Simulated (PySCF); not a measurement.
# Identify the compound

An unknown has the formula C$_{8}$H$_{9}$F. Its calculated NMR data are:

1H NMR (600 MHz, computed): δ 7.50 (m, 2H), 7.45 (m, 2H), 7.40 (m, 1H), 5.53 (m, 1H), 1.42 (m, 3H).

13C{1H} NMR (computed): δ 149.6 (C), 133.9 (CH), 132.9 (CH), 129.2 (CH), 91.6 (CH), 27.9 (CH3).

Rapidly exchanging positions averaged, one computed conformer, relativity neglected, isolated molecule. GIAO PBE0/pcSseg-1 shieldings; structure optimised with PBE0-D3(BJ)/def2-SVP; PySCF 2.14.

Chemical shifts δ = σref − σ; 1H, 13C against TMS, all at this level.

Which of these isomers gave the spectra?
A. CC1=C[C@@]2(C=C1)C[C@H]2F
B. CCc1ccc(F)cc1
C. CCc1cccc(F)c1
D. C[C@@H](F)c1ccccc1
E. FCCc1ccccc1

Answers

D. 

1. The formula gives 4 degrees of unsaturation (1 ring in the answer).
2. 6 carbon signals for 8 carbons: some carbons are equivalent by symmetry or fast rotation.
3. Carbon types of the structure: 1 × C, 6 × CH, 1 × CH3, which accounts for all hydrogens.
4. δC 149.6: substituted aromatic carbon.
5. δC 133.9, 132.9, 129.2: aromatic CH; the aromatic region.
6. δC 91.6: sp3 CH bonded to F, on an aromatic ring; deshielded by the electronegative neighbour.
7. δC 27.9: methyl carbon; a saturated carbon with 1 carbon neighbour and no heteroatom attached.
8. δH 7.50, 7.45, 7.40: hydrogen on an aromatic CH; the ring current deshields protons in the ring plane.

The others: CCc1cccc(F)c1 would give 8 carbon signals, not 6; CCc1ccc(F)cc1 would give 4 signals for carbon-bound and other non-exchanging H, not 5; CC1=C[C@@]2(C=C1)C[C@H]2F would give 8 carbon signals, not 6; FCCc1ccccc1 has carbons computed at 140.8, 135.3, 134.4, 132.6, 86.6, 40.8, with a different DEPT pattern.

Splittings by 19F in the carbon and heteronuclear signals aren't shown, as no couplings were computed. Shifts are as computed. Against solution values, carbons near 30 ppm lie about +2 ppm off and those near 130 ppm about +5 ppm. Of 1211 compounds with measured shifts, 218 miss one by over three times the rms of a fit or turn the order of signals round; such compounds aren't used in these exercises. Multiplicities follow the n + 1 count of equivalent neighbours, as no J values were calculated; m marks all less simple cases, F and P coupling included.
